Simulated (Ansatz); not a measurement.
TiCl₄⁻. Total charge -1; doublet. Geometry PBE-D4/def2-SVP, that of the neutral singlet; atoms count from 1.

```xyz
5

Ti    0.000    0.000    0.000
Cl    1.226    1.778    0.238
Cl    0.840   -1.621    1.178
Cl   -0.044   -0.574   -2.095
Cl   -2.021    0.417    0.679
```

(1) Estimate the Mulliken populations from the PBE0/def2-TZVPD orbitals of Ansatz.

(2) Where does the spin sit?

(3) And the Mayer bond orders between heavy atoms (over 0.3)?

Answers

(1) 
| atom | charge (e) | spin (α − β) | d electrons |
| --- | --- | --- | --- |
| Ti1 | 1.09 | 0.99 | 2.34 |
| Cl2 | -0.52 | 0.00 | – |
| Cl3 | -0.52 | 0.00 | – |
| Cl4 | -0.52 | 0.00 | – |
| Cl5 | -0.52 | 0.00 | – |
Mulliken values depend strongly on the basis. With diffuse functions, as here, like atoms can get unlike values, and bond orders can come out too low or too high.

(2) Summed by element: Ti 0.99, Cl 0.01, of 1 unpaired in all. Largest on single atoms: Ti1 0.99, Cl2 0.00, Cl3 0.00.

(3) Ti1–Cl2 0.85 (2.17 Å); Ti1–Cl3 0.85 (2.17 Å); Ti1–Cl4 0.85 (2.17 Å); Ti1–Cl5 0.85 (2.17 Å).
